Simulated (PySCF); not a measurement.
## How methods differ on the excitation energy of He

He 1s2 (1S) → He 1s1 2p1 (3P), as a difference of total energies. Computed with PySCF 2.14 in x2c-TZVPPall with one added diffuse shell each of s, p type (4s3p1d, 18 functions), with scalar relativity by spin-free X2C-1e. Correlated levels: valence: nothing frozen. The calculations carry no spin-orbit coupling.

Order these methods by the excitation energy they give, lowest first.
A. SCS-MP2 (valence)
B. MP2 (valence)
C. UHF
D. CCSD (valence)

C (22.812 eV), B (23.667 eV), D (23.811 eV), A (23.884 eV).

Errors of the correlated levels include the incompleteness of this basis.

Every method misses the reference by a wide margin, which points to the basis or the choice of state and not to the methods.

The promoted electron is Rydberg-like, and one or two diffuse shells describe it only roughly, which tends to raise the upper state.

With two correlated electrons CCSD is exact in that space.

For comparison: 20.964 eV (measured; NIST levels, between the centres of gravity of the two terms).
